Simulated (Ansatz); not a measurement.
Gas-phase electronic energies from Ansatz, PBE0-D4/def2-TZVP geometries. CCSD(T)/CBS adds triple-zeta CCSD(T) − MP2 to the extrapolated MP2 energy (def2 sets, frozen cores). This one scheme is used for every species. Functionals use def2-TZVPP. B3LYP here is the variant with VWN-RPA as its local correlation; programs differ in this. For Ge outer-core shells are correlated without core-valence functions, which leaves a few kJ/mol of doubt a bond. Scalar relativity is left out up to krypton. One conformer a species, not always the lowest.

Consider the formal exchange of groups at the Al–Si bond: `C[SiH2][SiH]([AlH2])Cl` + `S[CH2][GeH3]` → `[AlH2][CH](S)[GeH3]` + `C[SiH2][SiH2]Cl`.

`C[SiH2][SiH]([AlH2])Cl`:

Z-matrix (Å, degrees):
```
C
Si 1 1.877
H 1 1.092 2 111.1
H 1 1.092 2 110.5 3 -120.0
H 1 1.092 2 110.8 3 120.2
Si 2 2.346 1 110.1 3 -59.0
H 2 1.489 1 110.9 3 179.7
H 2 1.491 1 110.2 3 60.4
Cl 6 2.084 2 108.4 1 -173.1
Al 6 2.454 2 113.0 1 63.6
H 6 1.495 2 107.4 1 -58.3
H 10 1.585 6 121.9 2 122.5
H 10 1.591 6 117.9 2 -55.6
```

`S[CH2][GeH3]`:

```xyz
9

S    -0.583   -1.895   -0.644
C     0.354   -0.766    0.414
Ge    0.175    1.109   -0.137
H    -1.769   -1.271   -0.556
H     1.398   -1.066    0.306
H     0.081   -0.898    1.462
H     0.918    2.035    0.845
H    -1.321    1.471   -0.139
H     0.746    1.281   -1.551
```

`[AlH2][CH](S)[GeH3]`:

Z-matrix (Å, degrees):
```
C
S 1 1.801
Ge 1 1.969 2 110.5
Al 1 1.959 2 110.8 3 -120.1
H 1 1.096 2 111.3 3 119.3
H 2 1.348 1 99.6 3 -50.2
H 3 1.541 1 109.5 2 -70.1
H 3 1.541 1 111.0 2 169.3
H 3 1.540 1 108.5 2 48.7
H 4 1.586 1 117.0 2 -165.9
H 4 1.582 1 120.5 2 15.8
```

`C[SiH2][SiH2]Cl`:

Z-matrix (Å, degrees):
```
C
Si 1 1.873
H 1 1.092 2 110.9
H 1 1.092 2 110.3 3 -119.8
H 1 1.092 2 110.7 3 120.2
Si 2 2.339 1 110.4 3 62.3
H 2 1.491 1 111.2 3 -57.9
H 2 1.489 1 110.9 3 -178.1
Cl 6 2.071 2 107.9 1 53.6
H 6 1.485 2 113.2 1 172.5
H 6 1.487 2 112.4 1 -64.1
```

Is it downhill or uphill in electronic energy at CCSD(T)/CBS, and by how much? (Best estimate.)

Computed: Downhill: ΔE = -1.5 kcal/mol.

What do these levels give: PBE0-D4, B3LYP-D4, ωB97M-V, PBE, CCSD/def2-TZVPP, MP2/CBS(def2)? (Best estimate.)

Ansatz gave: PBE0-D4 1.1, B3LYP-D4 -0.5, ωB97M-V -2.4, PBE 2.1, CCSD/def2-TZVPP -0.9, MP2/CBS(def2) -3.6 kcal/mol.

Largest T1 diagnostic among the species: 0.011.

The D4 term adds −0.8 kcal/mol with B3LYP and −0.3 kcal/mol with PBE0; it sums over pairs of atoms, weighted by their polarisabilities, and B3LYP, whose exchange is more repulsive, gets the larger term.
